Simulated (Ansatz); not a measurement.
Mulliken charges of CH$_{3}$F$_{3}$OSn, SMILES `FC(F)(F)[O][SnH3]` from r2SCAN/def2-TZVPP in Ansatz (PBE0-D4/def2-TZVP geometry).

```json
{"atom": "F1", "x (Å)": "2.156", "y (Å)": "0.082", "z (Å)": "-1.496", "charge (e)": "-0.174"}
{"atom": "C2", "x (Å)": "1.002", "y (Å)": "-0.310", "z (Å)": "-0.958", "charge (e)": "0.579"}
{"atom": "F3", "x (Å)": "0.013", "y (Å)": "0.082", "z (Å)": "-1.806", "charge (e)": "-0.212"}
{"atom": "F4", "x (Å)": "0.990", "y (Å)": "-1.658", "z (Å)": "-0.989", "charge (e)": "-0.194"}
{"atom": "O5", "x (Å)": "0.849", "y (Å)": "0.174", "z (Å)": "0.249", "charge (e)": "-0.499"}
{"atom": "Sn6", "x (Å)": "-0.965", "y (Å)": "0.362", "z (Å)": "1.099", "charge (e)": "0.759"}
{"atom": "H7", "x (Å)": "-1.622", "y (Å)": "1.783", "z (Å)": "0.447", "charge (e)": "-0.088"}
{"atom": "H8", "x (Å)": "-1.820", "y (Å)": "-1.050", "z (Å)": "0.708", "charge (e)": "-0.078"}
{"atom": "H9", "x (Å)": "-0.514", "y (Å)": "0.489", "z (Å)": "2.728", "charge (e)": "-0.093"}
```

Task: By hand: the dipole of these point charges (1 e Å = 4.8032 D).

Result: Σ q r = (-0.813, 0.178, 0.642) e Å, of length 1.051 e Å = 5.05 D.

Task: How does the dipole of the full density compare? (Best estimate.)

Result: Computed: (-0.600, 0.170, 0.535) e Å, 3.95 D; the point charges give 1.28 times that, at 4° from its direction.

Point charges leave out the atoms' own dipoles, such as those of lone pairs, and Mulliken's split depends on the basis, so the two needn't agree.
